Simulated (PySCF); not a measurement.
Structure problem from calculated spectra and properties.

Elements present: H, N, O and Si. Monoisotopic mass: 152.9918 u.

| Quantity | Value |
| --- | --- |
| UV, first state | lowest singlet excitation: 6.11 eV (203 nm, f = 0.006) [TDDFT B3LYP/def2-SVPD] |
| Polarisability | 114.6 au [B3LYP/def2-SVPD] |
| UV, strongest line | among the 10 lowest singlet transitions: S3 at 6.97 eV (178 nm, f = 0.046) [TDDFT B3LYP/def2-SVPD] |
| Dipole | 0.55 D [B3LYP/def2-SVPD] |
| XPS | Si2p3/2 107.2 (×2), Si2p3/2 107.5, Si2p3/2 107.6, N1s 403.9, O1s 537.8, Si1s 1847.1 (×2), Si1s 1847.4, Si1s 1847.6 eV [ΔSCF SCAN, pcX-2 on the ionised atom, pcseg-1 elsewhere, spin-free X2C, 2p3/2 from a spin–orbit splitting computed afterwards within the 2p shell] |
| Rotational structure | rotational constants A, B, C: 1.855, 0.939, 0.859 GHz [PBE0-D3(BJ)/def2-SVP] |
| Triplet | lowest triplet excitation (Tamm–Dancoff): 5.83 eV [TDA B3LYP/def2-SVPD] |
| NMR, other nuclei | isotropic shieldings of nuclei other than C and H, by class: 255 (1 N), 294 (1 O), 378 (1 Si), 390 (1 Si), 396 (2 Si) ppm [GIAO PBE0/pcSseg-1] |
| 1H NMR | chemical shifts (computed TMS as zero) by class: 5.03 (3 H), 4.93 (2 H), 4.78 (6 H) ppm [GIAO PBE0/pcSseg-1] |

Gas-phase values; electronic properties from PySCF, density fitting. Levels stand in brackets. The structure is a single PBE0-D3(BJ)/def2-SVP conformer in the gas phase; no vibrational or solvent corrections. NMR values are class means; diastereotopic atoms form classes of their own.

Problem. Which formula fits the mass and the elements?

Solution. H11NOSi4 (calculated 152.9918). No other formula that holds each of these elements comes within 0.0003 u with a fitting electron parity and a possible valence count.

Problem. Give a SMILES that accounts for the data.

Solution. Numbering: `[SiH3:1][O:2][SiH2:3][N:4]([SiH3:5])[SiH3:6]`. Its formula, H11NOSi4, gives 0 degrees of unsaturation, so no ring and no π bond. Hydrogen classes from least to most shielded: 3 H on an oxygen-bound silicon, Si1 (5.03 ppm), 2 H on an oxygen-bound silicon, Si3 (4.93 ppm), 6 H on 2 SiH3 silicons, Si5/Si6 (4.78 ppm). The other shieldings belong to: 255 ppm, nitrogen bridging silicon atoms [N4]; 294 ppm, siloxane oxygen [O2]; 378 ppm, oxygen-bound silicon [Si3]; 390 ppm, oxygen-bound silicon [Si1]; 396 ppm, SiH3 silicon [Si5/Si6]. The core levels belong to: Si2p3/2 107.2 eV, SiH3 silicon [Si5/Si6]; Si2p3/2 107.5 eV, oxygen-bound silicon [Si1]; Si2p3/2 107.6 eV, oxygen-bound silicon [Si3]; N1s 403.9 eV, nitrogen bridging silicon atoms [N4]; O1s 537.8 eV, siloxane oxygen [O2]; Si1s 1847.1 eV, SiH3 silicon [Si5/Si6]; Si1s 1847.4 eV, oxygen-bound silicon [Si1]; Si1s 1847.6 eV, oxygen-bound silicon [Si3]. One atom of each topological class was ionised and stands for its class. S1 is mainly HOMO→LUMO (weight 0.96); the largest Löwdin shares of the orbital it empties are 0.49 on the nitrogen bridging silicon atoms, 0.10 on an SiH3 silicon, 0.09 on an SiH3 silicon and 0.06 on an Si–H hydrogen, of the orbital it fills 0.17 on an SiH3 silicon, 0.16 on an SiH3 silicon, 0.09 on an oxygen-bound silicon and 0.07 on an oxygen-bound silicon. The optimised geometry has point group C1 and is an asymmetric top. Structure: `[SiH3]O[SiH2]N([SiH3])[SiH3]`. The assignments are read from this structure; whether some other isomer fits the data as well wasn't checked.

The values belong to the conformer `[SiH3:1][O:2][SiH2:3][N:4]([SiH3:5])[SiH3:6]`: Si1–O2–Si3–N4 18°, O2–Si3–N4–Si5 -105°.
